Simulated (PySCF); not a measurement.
C6H12Se: core ionisation energies

C6H12Se.
Bonds: C1–C2, C2–C3, C3–C4, C4–C5, C5–C6, C5–Se7 (double). Hydrogens: H8, H9, H10 on C1; H11, H12 on C2; H13, H14 on C3; H15, H16 on C4; H17, H18, H19 on C6.

The calculation used delta-SCF UKS SCAN, pcX-2 on the ionised atom, pcseg-1 elsewhere, spin-free X2C (PySCF 2.14.0). Binding energies are ΔSCF values: E(core-ionised, relaxed orbitals) − E(ground state) at a fixed geometry, referred to the vacuum level.

Give the core binding energies atom by atom.

| atom(s) | bonded to | level | binding energy (eV) | above the level's lowest (eV) | count |
| --- | --- | --- | --- | --- | --- |
| C1 | C and 3 H | C 1s | 290.37 | 0.00 | 1 |
| C2 | 2 C and 2 H | C 1s | 290.54 | +0.17 | 1 |
| C3 | 2 C and 2 H | C 1s | 290.67 | +0.30 | 1 |
| C4 | 2 C and 2 H | C 1s | 290.77 | +0.40 | 1 |
| C6 | C and 3 H | C 1s | 290.98 | +0.61 | 1 |

Lowest listed C 1s: C1, bonded to C and 3 H. Highest, 0.61 eV above it: C6, bonded to C and 3 H. Summing the Pauling electronegativity differences to the bonded atoms, each weighted by its formal bond order, gives -1.05 for the lowest site and -1.05 for the highest; the largest sum, -0.70, belongs to C4, 0.21 eV below the top.

Express the binding energy of C 1s of C3 in atomic units and per mole.

290.67 eV = 10.6819 Eh = 28045 kJ/mol.

The list is incomplete; no value stands for C 1s of C5 (hole states with ⟨S²⟩ of 1 or more are left out). No level of selenium is listed. The structure is a single PBE0-D3(BJ)/def2-SVP conformer in the gas phase; no vibrational or solvent corrections.

Hardware: one thread of an Arm Neoverse V2 (shared host). Cost: 1.9 min of wall time.

The values belong to the conformer `[CH3:1][CH2:2][CH2:3][CH2:4][C:5]([CH3:6])=[Se:7]`: C1–C2–C3–C4 61°, C2–C3–C4–C5 59°, C3–C4–C5–C6 65°.
